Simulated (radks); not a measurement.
Results of a calculation; reference values are marked as such.
Valence configurations of neutral magnesium (all share [Ne]). Level of theory: non-relativistic Kohn-Sham, PBE, spin-polarised, spherical densities, point nucleus; open shells are filled with parallel spins first (a radial shooting solver on a logarithmic mesh with Libxc functionals). Energies are relative to 3s2; eigenvalues in eV for spin up.

valence      E (eV)  moment (Bohr magnetons)   e(3p)   e(3s)
3s2           0.000                        0       -  -4.699
3s1 3p1       2.708                        2  -2.438  -6.134
3p2           6.446                        2  -3.033       -
3s1.5 3p0.5   1.515                        1  -1.997  -5.515
3s0.5 3p1.5   4.568                        2  -2.748  -6.489

NIST lists [Ne] 3s2 as the ground configuration; this level of theory agrees among the configurations tried. The energies are those of spherical high-spin densities, not of single terms.
